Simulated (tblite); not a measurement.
C6H9N3O.
Z-matrix (Å and degrees, GFN2-xTB geometry), rows numbered from 1:
```
C 
C   1  1.5061
O   2  1.2147  1  122.14
C   2  1.4588  1  116.03  3   179.99
C   4  1.4021  2  134.37  1    -0.13
C   5  1.4823  4  131.98  2     0.12
N   5  1.3419  4  107.54  2  -179.94
N   7  1.2858  5  109.62  4     0.01
N   8  1.3118  7  109.38  5    -0.02
C   9  1.4308  4  128.97  2    -0.12
H   1  1.0872  2  110.11  3  -120.18
H   1  1.0870  2  109.22  3     0.11
H   1  1.0872  2  110.13  3   120.44
H   6  1.0867  5  108.34  4  -179.95
H   6  1.0888  5  111.03  4   -60.29
H   6  1.0889  5  111.01  4    60.44
H  10  1.0904  9  110.36  4    59.74
H  10  1.0883  9  107.30  4  -179.95
H  10  1.0905  9  110.33  4   -59.68
```

Computed values, GFN2-xTB/tblite, gas phase, harmonic and unscaled. Against measured fundamentals such values can be off by several per cent, at times by over 20. One conformer, not necessarily the lowest.

Harmonic wavenumbers (cm⁻¹): 45.1, 117.0, 125.1, 144.7, 196.8, 212.5, 220.1, 276.5, 310.3, 324.1, 397.5, 516.7, 539.0, 604.8, 671.6, 681.6, 682.8, 821.2, 973.4, 985.9, 1008.9, 1027.5, 1050.8, 1073.5, 1098.5, 1099.4, 1263.9, 1297.2, 1309.9, 1366.5, 1387.3, 1390.5, 1406.6, 1431.9, 1434.2, 1445.7, 1453.3, 1454.1, 1471.8, 1473.8, 1526.9, 1708.4, 3001.9, 3007.8, 3016.9, 3017.9, 3032.0, 3037.5, 3044.6, 3056.2, 3059.9.

A = 1712, B = 1539, C = 822.9 MHz; mass 139.075 u (most abundant isotopes); point group Cs, symmetry number 1.

Question: Zero-point energy?

Answer: ½Σν̃ = 32651 cm⁻¹ = 390.59 kJ/mol.

Question: Give the ideal-gas entropy at 273.15 K and 1 bar in the rigid-rotor, harmonic-oscillator model (classical rotation).

Answer: Translation 168.58, rotation 121.85, vibration 110.52: S = 401.0 J/(mol K).

Question: And Cp and H(273.15 K) − H(0)?

Answer: Cp = 151.46 J/(mol K), of which vibrations give 118.20 (their classical limit is 51 R = 424.0); H(273.15 K) − H(0) = 25.59 kJ/mol without the zero-point energy, 16.51 from vibrations.

Question: How do the functions run with temperature in this model?

Answer: 
| T (K) | S (J/(mol K)) | Cp (J/(mol K)) | H − H(0) (kJ/mol) | G − H(0) (kJ/mol) | ln q(vib) |
| --- | --- | --- | --- | --- | --- |
| 50 | 244.2 | 52.0 | 2.01 | -10.20 | 0.41 |
| 100 | 289.2 | 80.3 | 5.34 | -23.59 | 1.46 |
| 298.15 | 414.7 | 161.5 | 29.50 | -94.13 | 6.69 |
| 373.15 | 454.2 | 191.7 | 42.75 | -126.72 | 8.66 |
| 500 | 516.9 | 237.8 | 70.08 | -188.36 | 11.96 |
| 750 | 626.9 | 304.1 | 138.45 | -331.69 | 18.22 |
| 1000 | 720.6 | 346.7 | 220.17 | -500.43 | 24.07 |

q(vib) and H(0) count from the zero-point level.

Question: Which modes carry the vibrational entropy at 273.15 K?

Answer: 45.1 cm⁻¹: 20.28; 117.0 cm⁻¹: 12.47; 125.1 cm⁻¹: 11.93; 144.7 cm⁻¹: 10.77; 196.8 cm⁻¹: 8.38; 212.5 cm⁻¹: 7.80 J/(mol K); the other 45 give 38.89 together.

Question: Blend soft modes into free rotors: weight 1/[1 + (100 cm⁻¹/ν̃)⁴] for the oscillator and the rest for a rotor with moment μB/(μ + B), μ = h/(8π²ν), B = 10⁻⁴⁴ kg m². What vibrational entropy results?

Answer: 104.46 J/(mol K) in place of 110.52, which changes −T·S at 273.15 K by +1.65 kJ/mol.

Question: What must be added to the electronic energy to get the Gibbs energy at 273.15 K and 1 bar?

Answer: ZPE + [H(273.15 K) − H(0)] − T·S = 390.59 + 25.59 − 109.52 = 306.66 kJ/mol.

Hindered rotation and anharmonicity are outside this model. Other conformers, if any are populated, would add a mixing term that is left out.

On one thread of an Intel Xeon Platinum 8375C at 2.90 GHz, shared host with 96 logical CPUs at a one-minute load of 34, this took 0.8 s wall. This covers the Hessian and the dipole derivatives.
